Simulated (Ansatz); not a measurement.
Species: sum formula BNH3 (charge 0, doublet). It need not be the lowest isomer of its formula. 
Geometry from a B3LYP-D3(BJ)/def2-TZVP (Ansatz, a program for electronic structure) optimisation:
```xyz
5

B     -0.6755     0.1489    -0.0061
N      0.6301    -0.0972     0.0059
H     -1.4467    -0.7808    -0.0183
H     -1.1064     1.2696    -0.0052
H      1.5198    -0.5528     0.0128
```
Charge 0, spin multiplicity 2.

### Question
Give the harmonic wavenumbers at B3LYP-D3(BJ)/def2-TZVP (Ansatz, finite differences of forces, unscaled).

### Answer
127, 307, 757, 919, 1078, 1393, 2463, 2542, 3753 cm⁻¹. Zero-point energy 19.1 kcal/mol.

### Question
From these and the geometry, give the ideal-gas thermochemistry at 298.15 K and 1 atm (rigid rotor, harmonic oscillator).

### Answer
Point group Cs, rotational symmetry number 1. Rotational constants 225.6, 30.02, 26.49 GHz. S(trans) 35.91, S(rot) 18.13, S(vib) 4.83, S(elec, spin only) 1.38, S 60.2 cal/(mol K). H(298) - H(0) 3.17 kcal/mol; G - E(el) 4.3 kcal/mol.
